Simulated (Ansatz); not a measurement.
Geometry optimisation, Ansatz, RKS PBE0/6-31G.

input.yaml

```yaml
crystal:
  periodic: [false, false, false]
  atoms:
    - { symbol: C, position_ang: [-1.9246, -0.1623, -0.7998] }
    - { symbol: "N", position_ang: [-0.6934, -0.8019, -0.9736] }
    - { symbol: B, position_ang: [0.0859, -0.6946, 0.3065] }
    - { symbol: C, position_ang: [1.6107, 0.0355, 0.3156] }
    - { symbol: "N", position_ang: [1.87636, 0.43778, -1.03953] }
    - { symbol: H, position_ang: [-1.818, 0.9806, -0.6063] }
    - { symbol: H, position_ang: [-2.5246, -0.1998, -1.7518] }
    - { symbol: H, position_ang: [-2.5354, -0.5599, -0.0008] }
    - { symbol: H, position_ang: [-0.8776, -1.7972, -1.0923] }
    - { symbol: H, position_ang: [-0.3062, -1.1468, 1.35] }
    - { symbol: H, position_ang: [1.53197, 0.87649, 0.97224] }
    - { symbol: H, position_ang: [2.31933, -0.71537, 0.63646] }
    - { symbol: H, position_ang: [2.04428, -0.4397, -1.67963] }
    - { symbol: H, position_ang: [2.75517, 0.97436, -1.0325] }
basis:
  gaussian: { orbitals: "6-31G" }
hamiltonian:
  xc: pbe0
relax:
  f_tol: 0.015
  max_steps: 40
```

Launched with:

```bash
$ ansatz run input.yaml --threads 1 --pin off --max-ram 2048MiB --backend cpu --events-out ev --progress --plain --runs-dir out
```

Question: Where does it end, and by what steps?

Answer: It converged. Limits of this set-up: no polarisation functions. After 17 steps the energy has fallen by 2.514 eV; H9 moved furthest, 1.32 Å.

| step | energy less start (eV) | largest force component (eV/Å) | accepted |
| --- | --- | --- | --- |
| 0 | 0.0000 | 3.512 | yes |
| 1 | -0.7840 | 1.400 | yes |
| 2 | -0.9748 | 0.812 | yes |
| 3 | -1.0553 | 0.632 | yes |
| 4 | -1.1797 | 0.622 | yes |
| 5 | -1.3465 | 0.744 | yes |
| 6 | -1.5871 | 0.899 | yes |
| 7 | -1.8777 | 1.289 | yes |
| 8 | -2.1109 | 1.201 | yes |
| 9 | -2.2977 | 0.994 | yes |
| 10 | -2.4006 | 1.129 | yes |
| 11 | -2.4798 | 0.346 | yes |
| 12 | -2.4095 | 0.856 | no |
| 13 | -2.5079 | 0.131 | yes |
| 14 | -2.5123 | 0.076 | yes |
| 15 | -2.5138 | 0.072 | yes |
| 16 | -2.5140 | 0.026 | yes |
| 17 | -2.5142 | 0.012 | yes |

```xyz
14
Properties=species:S:1:pos:R:3
C -1.548 -0.033 -1.058
N -0.998 -1.087 -0.207
B 0.253 -1.148 0.413
C 1.418 -0.082 0.277
N 1.437 0.716 -0.953
H -0.774 0.723 -1.210
H -1.861 -0.432 -2.031
H -2.423 0.432 -0.587
H -1.647 -1.840 -0.015
H 0.434 -2.088 1.143
H 1.286 0.606 1.130
H 2.378 -0.596 0.477
H 1.456 0.166 -1.802
H 2.133 1.451 -0.973
```

Whether the end is a true minimum wasn't checked by a vibrational analysis.

The run took 75 s on 1 thread of Arm Neoverse V1, with other jobs on the host, peak memory 0.14 GiB.
